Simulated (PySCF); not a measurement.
# Spinor energies of Rb²⁸⁺ (rubidium, charge +28)

Start: [He] 2s2 2p5; 2p1/2 filled at m_j = -1/2, +1/2; 2p3/2 filled at m_j = -1/2, +1/2, +3/2. Calculated with PySCF 2.14 in an uncontracted even-tempered set (17 s from 9.7 bohr⁻², ratio 2.4; 12 p from 13 bohr⁻², ratio 2.4; 5 d from 50 bohr⁻², ratio 2.6; 4 f from 74 bohr⁻², ratio 2.6): generalised Hartree-Fock with the X2C-1e Hamiltonian and a Gaussian nucleus; one run each with spin-orbit coupling (SO) switched off, then screened by Boettger's factors.

```json
{"spinor shell": "1s1/2", "electrons": "2", "ε, spin-free (eV)": "-16852.9", "ε, screened SO (eV)": "-16851.1", "weight of nominal j (screened SO)": "1.000", "rms radius, screened SO (bohr)": "0.0463"}
{"spinor shell": "2s1/2", "electrons": "2", "ε, spin-free (eV)": "-3517.2", "ε, screened SO (eV)": "-3516.7", "weight of nominal j (screened SO)": "1.000", "rms radius, screened SO (bohr)": "0.186"}
{"spinor shell": "2p1/2", "electrons": "2", "ε, spin-free (eV)": "-3307.2", "ε, screened SO (eV)": "-3350.4", "weight of nominal j (screened SO)": "0.990", "rms radius, screened SO (bohr)": "0.162"}
{"spinor shell": "2p3/2", "electrons": "3", "ε, spin-free (eV)": "-3307.2", "ε, screened SO (eV)": "-3286.1", "weight of nominal j (screened SO)": "0.993", "rms radius, screened SO (bohr)": "0.166"}
```

```tsv
quantity	spin-free	screened SO
E (hartree)	-2351.43987	-2352.37836
M_J	3/2	3/2
⟨J²⟩	3.750	3.750
⟨L²⟩	2.000	2.001
⟨S²⟩	0.750	0.751
```

Each row is a mean over spinors that exchange with the open shell spreads, by up to 28.871 eV (2s1/2).

Breit and QED terms are absent; they matter most for the inner s and p1/2 levels.

Densities and radii are taken from the X2C orbitals without a picture-change correction, which distorts them close to the nucleus.

Without spin-orbit coupling the j labels of p, d and f shells carry no meaning; the spin-free column gives the mean over the occupied spinors of each nl shell.
